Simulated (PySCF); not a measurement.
Simulated O 1s region for `C1=CO[SiH2]CO1`, binding energy against the vacuum level.

Every computed line was given a Gaussian of 0.8 eV full width at half maximum and an area set by the number of equivalent atoms; the highest printed point is 100. Computed with delta-SCF UKS SCAN, pcX-2 on the ionised atom, pcseg-1 elsewhere, spin-free X2C in PySCF 2.14.0.

binding energy (eV), intensity and a bar:
```
    537.3          0 
    537.4          1 
    537.5          1 
    537.6          3 #
    537.7          6 ##
    537.8         10 ###
    537.9         18 #####
    538.0         28 ########
    538.1         41 ############
    538.2         56 #################
    538.3         72 ######################
    538.4         85 ##########################
    538.5         95 #############################
    538.6        100 ##############################
    538.7         99 ##############################
    538.8         92 ############################
    538.9         81 ########################
    539.0         67 ####################
    539.1         52 ###############
    539.2         37 ###########
    539.3         25 #######
    539.4         15 #####
    539.5          9 ###
    539.6          5 #
    539.7          2 #
    539.8          1 
    539.9          0 
    540.0          0
```

Q: How many maxima does the curve show, and how many computed lines lie under it?

A: The curve has 1 maximum (at 538.6 eV). Under it lie 2 lines from 2 inequivalent oxygen sites. At this width some lines have no maximum of their own.

Q: Decompose the envelope and assign each component. Numbering: `[CH:1]1=[CH:2][O:3][SiH2:4][CH2:5][O:6]1`.

A: 
```tsv
position (eV)	relative area	line	atoms	environment
538.44	1	O 1s	O3	silyl ether oxygen
538.83	1	O 1s	O6	cyclic ether oxygen
```

Q: Above which line width would these two lines show one maximum?

A: Two equal Gaussians merge once their distance is under 2σ = FWHM/1.177. With 0.38 eV between them that is a full width over 0.45 eV.

Lowest listed O 1s: O3, bonded to C and Si. Highest, 0.39 eV above it: O6, bonded to 2 C.

No satellites, vibrations or lifetime broadening are included. The structure is a single GFN2-xTB conformer in the gas phase; no vibrational or solvent corrections.

On one thread, Arm Neoverse N1 (aarch64) (shared host), this took 2.1 min and 0.63 GiB of memory at its peak.
